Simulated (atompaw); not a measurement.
tantalum: variants of one PAW (atompaw) potential

Base potential:

```
Element                 : Ta (Z = 73)
Generator               : atompaw 4.2.0.5
Type                    : PAW
Functional              : PBE
Relativity              : scalar-relativistic
Frozen core             : [Kr] 4d10 4f14
Valence charge          : 13
Reference configuration : 5s2 5p6 5d3 6s1 6p0 (charge +1)
Partial waves           : 5s (bound): rc 1.35 bohr; 6s (bound): rc 2.75 bohr; 5p (bound): rc 1.80 bohr; 6p (bound, empty): rc 2.75 bohr; 5d (bound): rc 2.75 bohr; 5d channel at -0.35 Ry: rc 2.75 bohr
Local potential         : vpsmatchnc scheme with l = 3 at 0 Ry, radius 2.55 bohr
Core correction         : smooth core density matched at 1.70 bohr
Augmentation charge     : sinc compensation charge, radius 2.25 bohr; PAW radius 2.75 bohr; waves and projectors: custom polynom2 7 10 vanderbiltortho
```

All-electron outer shells of the reference configuration (PBE, scalar-relativistic, ld1.x):

```
shell  level (eV)  outermost node (bohr)  outermost maximum (bohr)
   5s      -80.21                   0.54                      0.98
   5p      -46.62                   0.58                      1.13
   4f      -31.91                      –                      0.44
   6s      -11.62                   1.32                      2.68
   5d      -10.49                   0.65                      1.56
   6p       -6.61                   1.58                      3.48
```

Cutoffs, loose and tight: the cutoffs (Ry, on a coarse ladder) from which the occupation-weighted sum of valence levels, in a spherical-Bessel basis at the reference potential, stays within 10 and 1 mRy of its value at 400 Ry. They see the waves, projectors and local potential, not the compensation charge or the core. A dash means not determined.

A true bound ghost makes a file unfit for plane-wave use even where its test errors are small: the radial tests pick states by their node count and pass the ghost by.

| change | outcome | cutoff, loose | cutoff, tight | bound ghosts |
| --- | --- | --- | --- | --- |
| base | generated | 25 Ry | 55 Ry | none |
| augmentation sinc compensation charge, radius 1.78 bohr; PAW radius 2.75 bohr; waves and projectors: custom polynom2 7 10 vanderbiltortho | generated | 25 Ry | 55 Ry | none |
| wave 5d (bound): rc 2.75 bohr becomes 5d (bound): rc 1.82 bohr | failed: atompaw: The overlap operator has at least one negative eigenvalue! | – | – | – |
| core [Kr] 4d10 4f14 5s2, valence charge 11; reference 5p6 5d3 6s2 6p0; waves now 6s (bound): rc 2.45 bohr; 6s channel at -0.05 Ry: rc 2.45 bohr; 5p (bound): rc 1.45 bohr; 6p (bound): rc 2.45 bohr; 5d (bound): rc 2.45 bohr; 5d channel at 0.05 Ry: rc 1.80 bohr; local potential vpsmatchnc scheme with l = 3 at 0 Ry, radius 2.20 bohr; core correction smooth core density matched at 1.40 bohr; augmentation sinc compensation charge, radius 1.95 bohr; PAW radius 2.45 bohr; waves and projectors: custom polynom2 7 10 vanderbiltortho | failed: atompaw: The overlap operator has at least one negative eigenvalue! | – | – | – |
| core correction smooth core density matched at 1.50 bohr | generated | 25 Ry | 55 Ry | none |
| wave 5d channel at -0.35 Ry: rc 2.75 bohr becomes 5d channel at -0.26 Ry: rc 2.75 bohr | generated | 25 Ry | 55 Ry | none |
| reference 5s2 5p6 5d3 6s1.5 6p0.5 | generated | 25 Ry | 55 Ry | none |

Problem. What comes out with this change to the base: all radii scaled by about 0.86 (s 1.16, p 1.56, d 2.36 bohr); local potential vpsmatchnc scheme with l = 3 at 0 Ry, radius 2.20 bohr; augmentation sinc compensation charge, radius 1.94 bohr; PAW radius 2.36 bohr; waves and projectors: custom polynom2 7 10 vanderbiltortho; core correction smooth core density matched at 1.46 bohr?

Solution. outcome: generated; cutoff, loose: 30 Ry; cutoff, tight: 200 Ry; bound ghosts: s.
